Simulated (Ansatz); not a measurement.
## Abstraction of F: SnH3F + GaH(CH3) → SnH3 + GaH(CH3)F

Species: SnH3F `[F][SnH3]`, singlet; GaH(CH3), doublet; SnH3 `[SnH3]`, doublet; GaH(CH3)F, singlet. A radical takes F: the energy is the difference in strength between the Sn–F bond broken and the Ga–F bond made.

Shapes, held fixed at every level: PBE0-D4/def2-TZVP. Programs: Ansatz 0.2.0. Electronic energies: no zero-point or thermal term.

```csv
level,kind,ΔE (kJ/mol)
MP2/def2-SVP,perturbation theory,-96.2
MP2/def2-TZVPP,perturbation theory,-86.4
PBE-D4/def2-TZVPP,GGA,-72.8
r2SCAN-D4/def2-TZVPP,meta-GGA,-77.8
B3LYP-D4/def2-TZVPP,global hybrid,-73.9
BHLYP-D4/def2-TZVPP,global hybrid,-76.5
PBE0-D4/def2-TZVPP,global hybrid,-75.8
```

PBE0-D4/def2-TZVPP gives ΔE = -75.8 kJ/mol; the levels span -96.2 to -72.8. The median of the levels is -76.5. No measured value is set beside it here. Open shells run unrestricted. For atoms past krypton def2 sets carry core potentials with scalar relativity. Relativity is left out for Ga. Outer-core shells of Ga, Sn are correlated, in sets that cover them unevenly.
